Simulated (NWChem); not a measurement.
System: FeF3, sextet; SMILES [F][Fe]([F])[F]

Output (shortened):

```
             Northwest Computational Chemistry Package (NWChem) 7.3.0
             --------------------------------------------------------

                             Geometry "geometry" -> ""
                             -------------------------

 Output coordinates in angstroms (scale by  1.889725989 to convert to a.u.)

  No.       Tag          Charge          X              Y              Z
 ---- ---------------- ---------- -------------- -------------- --------------
    1 Fe                  26.0000     0.07717517    -0.14198281    -0.36232862
    2 F                    9.0000    -1.47650983    -0.74988381     0.39758238
    3 F                    9.0000    -0.08953483     1.68084119    -0.25943562
    4 F                    9.0000     1.34309417    -0.52078481     0.90858038

 Effective nuclear repulsion energy (a.u.)     247.3593894819

                           NWChem Geometry Optimization
                           ----------------------------

 maximum gradient threshold         (gmax) =   0.000450
 rms gradient threshold             (grms) =   0.000300
 maximum cartesian step threshold   (xmax) =   0.001800
 rms cartesian step threshold       (xrms) =   0.001200
 fixed trust radius                (trust) =   0.300000
 source of zmatrix                         =

          -------------------
          Energy Minimization
          -------------------

 Using diagonal initial Hessian

          --------
          Step   0

                                 NWChem DFT Module
                                 -----------------

 Summary of "ao basis" -> "ao basis" (spherical)
 ------------------------------------------------------------------------------
       Tag                 Description            Shells   Functions and Types
 ---------------- ------------------------------  ------  ---------------------
 Fe                         def2-svp                11       31   5s3p2d1f
 F                          def2-svp                 6       14   3s2p1d

            General Information
            -------------------
          SCF calculation type: DFT
          Wavefunction type:  spin polarized.
          No. of atoms     :     4
          No. of electrons :    53
           Alpha electrons :    29
            Beta electrons :    24
          Charge           :     0
          Spin multiplicity:     6
          Use of symmetry is: off; symmetry adaption is: off
          Maximum number of iterations: 150
          AO basis - number of functions:    73
                     number of shells:    29
          Convergence on energy requested:  1.00D-06
          Convergence on density requested:  1.00D-05
          Convergence on gradient requested:  5.00D-04

              XC Information
              --------------
                         PBE0 Method XC Functional
                     Hartree-Fock (Exact) Exchange  0.250
          PerdewBurkeErnzerhof Exchange Functional  0.750
            Perdew 1991 LDA Correlation Functional  1.000 local
           PerdewBurkeErnz. Correlation Functional  1.000 non-local

             Grid Information
             ----------------
          Grid used for XC integration:  medium
          Radial quadrature: Mura-Knowles
          Angular quadrature: Lebedev.
          Tag              B.-S. Rad. Rad. Pts. Rad. Cut. Ang. Pts.
          ---              ---------- --------- --------- ---------
          Fe                  1.40      112           8.0       590
          F                   0.50       49           7.0       434
          Grid pruning is: on
          Number of quadrature shells:   259
          Spatial weights used:  Erf1

      Superposition of Atomic Density Guess
      -------------------------------------

 Sum of atomic energies:       -1560.00084877

      Non-variational initial energy
      ------------------------------

 Total energy =   -1558.738335
 1-e energy   =   -2654.793840
 2-e energy   =     848.696116
 HOMO         =      -0.255804
 LUMO         =      -0.211403

[...]

      ----------------------
      Optimization converged
      ----------------------

  Step       Energy      Delta E   Gmax     Grms     Xrms     Xmax
  ---- ---------------- -------- -------- -------- -------- --------
@   10   -1562.40496655 -7.5D-07  0.00002  0.00001  0.00035  0.00058
                                     ok       ok       ok       ok

                         Geometry "geometry" -> "geometry"
                         ---------------------------------

 Output coordinates in angstroms (scale by  1.889725989 to convert to a.u.)

  No.       Tag          Charge          X              Y              Z
 ---- ---------------- ---------- -------------- -------------- --------------
    1 Fe                  26.0000    -0.03671341     0.06712591     0.17137756
    2 F                    9.0000    -1.51322671    -0.86744357     0.22136804
    3 F                    9.0000    -0.05230678     1.69379261    -0.46867622
    4 F                    9.0000     1.45647158    -0.62528520     0.76032913

 Effective nuclear repulsion energy (a.u.)     254.9719886610

 ==============================================================================
                                internuclear distances
 ------------------------------------------------------------------------------
       center one      |      center two      | atomic units |  angstroms
 ------------------------------------------------------------------------------
    2 F                |   1 Fe               |     3.30351  |     1.74814
    3 F                |   1 Fe               |     3.30349  |     1.74813
    4 F                |   1 Fe               |     3.30345  |     1.74811
 ------------------------------------------------------------------------------
                         number of included internuclear distances:          3
 ==============================================================================

[second-derivative integrals and response iterations left out]

  Vibrational analysis via the FX method

  See chapter 2 in "Molecular Vibrations" by Wilson, Decius and Cross

  Vib: Default input used

 ---------------------------- Atom information ----------------------------
     atom    #        X              Y              Z            mass
 --------------------------------------------------------------------------
    Fe       1 -6.9378280D-02  1.2684958D-01  3.2385664D-01  5.5934900D+01
    F        2 -2.8595838D+00 -1.6392307D+00  4.1832493D-01  1.8998400D+01
    F        3 -9.8845488D-02  3.2008039D+00 -8.8566963D-01  1.8998400D+01
    F        4  2.7523322D+00 -1.1816177D+00  1.4368137D+00  1.8998400D+01
 --------------------------------------------------------------------------

[unprojected Hessian and modes left out]

[...]

 Rotational Constants
 --------------------
 A=   0.193639 cm-1  (  0.278597 K)
 B=   0.193507 cm-1  (  0.278407 K)
 C=   0.096787 cm-1  (  0.139251 K)

 Temperature                      =   298.15K
 frequency scaling parameter      =   1.0000

 Zero-Point correction to Energy  =    3.692 kcal/mol  (  0.005883 au)
 Thermal correction to Energy     =    6.885 kcal/mol  (  0.010971 au)
 Thermal correction to Enthalpy   =    7.477 kcal/mol  (  0.011915 au)

 Total Entropy                    =   74.580 cal/mol-K
   - Translational                =   40.063 cal/mol-K (mol. weight = 112.9301)
   - Rotational                   =   25.589 cal/mol-K (symmetry #  =        1)
   - Vibrational                  =    8.928 cal/mol-K

 Cv (constant volume heat capacity) =   14.092 cal/mol-K
   - Translational                  =    2.979 cal/mol-K
   - Rotational                     =    2.979 cal/mol-K
   - Vibrational                    =    8.133 cal/mol-K

[normal modes left out]

 ----------------------------------------------------------------------------
 Normal Eigenvalue ||           Projected Infra Red Intensities
  Mode   [cm**-1]  || [atomic units] [(debye/angs)**2] [(KM/mol)] [arbitrary]
 ------ ---------- || -------------- ----------------- ---------- -----------
    1       -0.000 ||    0.000000           0.000         0.000       0.000
    2       -0.000 ||    0.000000           0.000         0.000       0.000
    3        0.000 ||    0.000000           0.000         0.000       0.000
    4        0.000 ||    0.000000           0.000         0.000       0.000
    5        0.000 ||    0.000000           0.000         0.000       0.000
    6        0.000 ||    0.000000           0.000         0.000       0.000
    7      127.037 ||    0.076943           1.775        75.008      23.793
    8      162.139 ||    0.014729           0.340        14.359       4.555
    9      162.216 ||    0.014709           0.339        14.339       4.548
   10      649.866 ||    0.000000           0.000         0.000       0.000
   11      741.174 ||    0.140791           3.248       137.250      43.537
   12      741.234 ||    0.140888           3.250       137.345      43.567
 ----------------------------------------------------------------------------
```

Level: PBE0/def2-SVP, spin-unrestricted. The printed entropy takes a lower symmetry number than the molecule has.

Q: Which NWChem input produces such a log?

A: One answer among several that fit: the input that was run:
```
start job
memory heap 200 mb stack 900 mb global 1100 mb
geometry units angstroms noautosym noautoz
  Fe     0.076491    -0.140775    -0.359249
  F     -1.477194    -0.748676     0.400662
  F     -0.090219     1.682049    -0.256356
  F      1.342410    -0.519577     0.911660
end
basis spherical
  * library def2-svp
end
dft
  odft
  mult 6
  xc pbe0
  iterations 150
end
driver
  maxiter 120
end
task dft optimize
task dft freq
```
